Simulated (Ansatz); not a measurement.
CH6ClSbSi (`ClC[SiH2][SbH2]`), relaxed with RKS PBE0-D4/def2-TZVP in the Gaussian-basis code of Ansatz from a PBE-D4/def2-SVP geometry. The force threshold is 0.005 eV/Å; the program also tests the step.

The species carries charge 0 and has multiplicity 1. Sb takes the def2 core potential.

Start:

```xyz
10

Cl   -2.051   -0.412   -1.022
C    -1.246    0.413    0.365
Si    0.405   -0.442    0.809
Sb    2.135   -0.387   -1.129
H    -1.082    1.473    0.085
H    -1.945    0.387    1.226
H     0.980    0.264    2.014
H     0.119   -1.870    1.189
H     0.839   -0.743   -2.225
H     1.845    1.317   -1.311
```

```json
{"step": "1", "energy (eV)": "-28065.3483", "largest force (eV/Å)": "0.612", "largest move (Å)": "0.000"}
{"step": "2", "energy (eV)": "-28065.3783", "largest force (eV/Å)": "0.515", "largest move (Å)": "0.064"}
{"step": "3", "energy (eV)": "-28065.3912", "largest force (eV/Å)": "0.094", "largest move (Å)": "0.049"}
{"step": "4", "energy (eV)": "-28065.3929", "largest force (eV/Å)": "0.050", "largest move (Å)": "0.046"}
{"step": "5", "energy (eV)": "-28065.3934", "largest force (eV/Å)": "0.006", "largest move (Å)": "0.015"}
{"step": "6", "energy (eV)": "-28065.3935", "largest force (eV/Å)": "0.003", "largest move (Å)": "0.008"}
```

End:

```xyz
10

Cl   -2.084   -0.433   -0.952
C    -1.247    0.414    0.375
Si    0.387   -0.440    0.792
Sb    2.114   -0.379   -1.108
H    -1.092    1.446    0.062
H    -1.917    0.410    1.236
H     0.969    0.258    1.975
H     0.103   -1.850    1.166
H     0.906   -0.729   -2.260
H     1.863    1.303   -1.285
```

Hardware: 4 threads of an Arm Neoverse V1 on a shared host. Wall time 30 s, peak host memory 0.55 GiB.
